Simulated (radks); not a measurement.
Spherical quantum dot in the effective-mass picture: electrons in a parabolic well V = omega^2 r^2 / 2 with omega = 2.62, with a point charge +2 (a donor) at the centre, all in effective atomic units (hartree* = m*/eps^2 hartree, bohr* = eps/m* bohr), one dielectric constant everywhere. Method: non-relativistic Kohn-Sham, exchange-only LDA, spin-polarised, spherical densities; computed with a radial shooting solver with Libxc functionals. Levels are named by radial order and angular momentum (1s, 1p, 1d, 2s, ...), and open shells are averaged over m.

N = 24, configuration 1s2 1p6 1d10 2s2 1f(up 4, down 0). This is the lowest configuration that the search found. Occupied and some empty levels:

| level | occupation | eigenvalue (hartree*) | <r> (bohr*) |
|---|---|---|---|
| 1s up | 1 | 19.607 | 0.6921 |
| 1s down | 1 | 19.633 | 0.6843 |
| 1p up | 3 | 21.988 | 1.129 |
| 1p down | 3 | 22.067 | 1.120 |
| 2s up | 1 | 23.049 | 1.185 |
| 2s down | 1 | 23.136 | 1.186 |
| 1d up | 5 | 23.762 | 1.349 |
| 1d down | 5 | 23.867 | 1.344 |
| 1f up | 4 | 25.561 | 1.509 |
| 2p up | 0 | 25.611 | 1.342 |
| 1f down | 0 | 25.677 | 1.508 |
| 2p down | 0 | 25.691 | 1.345 |
| 1g up | 0 | 27.438 | 1.641 |
| 1g down | 0 | 27.558 | 1.642 |
| 2d up | 0 | 27.756 | 1.502 |
| 2d down | 0 | 27.838 | 1.504 |

Energy (hartree*): total 358.191, kinetic 73.910, external 96.027, Hartree 205.56, exchange-correlation -17.309.

Electron density:

| r (bohr*) | n(r) (e/bohr*^3) |
|---|---|
| 0.0529 | 8.031 |
| 0.186 | 4.720 |
| 0.319 | 2.856 |
| 0.452 | 1.891 |
| 0.585 | 1.471 |
| 0.717 | 1.354 |
| 0.850 | 1.360 |
| 0.983 | 1.369 |
| 1.12 | 1.308 |
| 1.25 | 1.158 |
| 1.38 | 0.9381 |
| 1.51 | 0.6899 |
| 1.65 | 0.4583 |
| 1.78 | 0.2738 |
| 1.91 | 0.1467 |
| 2.05 | 0.07037 |
| 2.18 | 0.03042 |
| 2.31 | 0.01169 |
| 2.44 | 0.004020 |
| 2.58 | 0.001239 |
